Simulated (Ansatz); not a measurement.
GeCl2. Total charge 0; triplet. Geometry B3LYP-D4/def2-TZVP; atoms count from 1.

```xyz
3

Ge   -0.5914   -0.4324   -0.1136
Cl   -0.8119    1.7342    0.0440
Cl    1.4032   -1.3018    0.0696
```

At PBE0-D4/def2-TZVP a singlet of charge 0 lies 2.55 eV below the triplet, each at its own geometry. The structure comes from a short search, and lower isomers may exist.

Estimate the Mulliken populations from the PBE0/def2-TZVP orbitals of Ansatz.


```
atom  charge (e)  spin (α − β)
 Ge1        0.44          1.50
 Cl2       -0.22          0.25
 Cl3       -0.22          0.25
```
Mulliken values and Mayer orders depend strongly on the basis.

Where does the spin sit?

Summed by element: Ge 1.50, Cl 0.50, of 2 unpaired in all. Largest on single atoms: Ge1 1.50, Cl2 0.25, Cl3 0.25.

And the Mayer bond orders between bonded heavy atoms (over 0.3)?

Ge1–Cl2 1.06 (2.18 Å); Ge1–Cl3 1.06 (2.18 Å).
